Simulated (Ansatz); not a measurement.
Reaction (formal hydrolysis of the Hf–Cl bond): `[F][Hf]([F])([Cl])[Br]` + H₂O → `[OH][Hf]([F])([F])[Br]` + HCl

Program: Ansatz. Geometries: PBE0-D4/def2-TZVP. ΔE: electronic, gas phase. CCSD(T)/CBS adds triple-zeta CCSD(T) − MP2 to the extrapolated MP2 energy (def2 sets, frozen cores). This one scheme is used for every species. Functionals use def2-TZVPP. HSE06 is defined as in plane-wave codes. Elements past krypton have def2 core potentials. For Br, Hf outer-core shells are correlated without core-valence functions, which leaves a few kJ/mol of doubt a bond. Scalar relativity is left out up to krypton. Each species was taken in one conformer, which may not be the lowest.

```json
{"level": "revPBE-D4", "ΔE (kJ/mol)": "23.6", "difference from CCSD(T)/CBS": "0.8"}
{"level": "B97M-V", "ΔE (kJ/mol)": "24.6", "difference from CCSD(T)/CBS": "1.8"}
{"level": "r2SCAN0-D4", "ΔE (kJ/mol)": "23.9", "difference from CCSD(T)/CBS": "1.1"}
{"level": "r2SCANh", "ΔE (kJ/mol)": "23.1", "difference from CCSD(T)/CBS": "0.3"}
{"level": "HSE06", "ΔE (kJ/mol)": "24.1", "difference from CCSD(T)/CBS": "1.3"}
{"level": "CAM-B3LYP", "ΔE (kJ/mol)": "11.4", "difference from CCSD(T)/CBS": "-11.4"}
{"level": "LC-ωPBE", "ΔE (kJ/mol)": "12.7", "difference from CCSD(T)/CBS": "-10.1"}
{"level": "CCSD/def2-SVP", "ΔE (kJ/mol)": "1.8", "difference from CCSD(T)/CBS": "-21.0"}
{"level": "SCS-MP2/def2-TZVPP", "ΔE (kJ/mol)": "17.8", "difference from CCSD(T)/CBS": "-5.0"}
{"level": "SCS-MP2/def2-QZVPP", "ΔE (kJ/mol)": "20.4", "difference from CCSD(T)/CBS": "-2.4"}
{"level": "CCSD(T)/CBS", "ΔE (kJ/mol)": "22.8", "difference from CCSD(T)/CBS": "0"}
```

Q: What do rigid-rotor, harmonic-oscillator terms from PBE0-D4/def2-TZVP frequencies (298.15 K, 1 bar) make of the CCSD(T)/CBS value? (An estimate is asked.)

A: Ansatz gave: ΔZPE = -9.3 kJ/mol, ΔH = +13.9 kJ/mol, ΔS = 2 J/(mol·K), ΔG = +13.4 kJ/mol.

Largest T1 diagnostic among the species: 0.014.

Leaving LDA and LC-ωPBE aside and taking each functional with its dispersion term where it has one, the values, not all of them listed here, spread over 12.6 kJ/mol, from CAM-B3LYP-D4 to HSE06-D4. LDA lies −5.5 kJ/mol from PBE without D4. At CCSD(T), def2-SVP lies −19.5 kJ/mol from the extrapolated value and def2-TZVPP −4.0 kJ/mol.
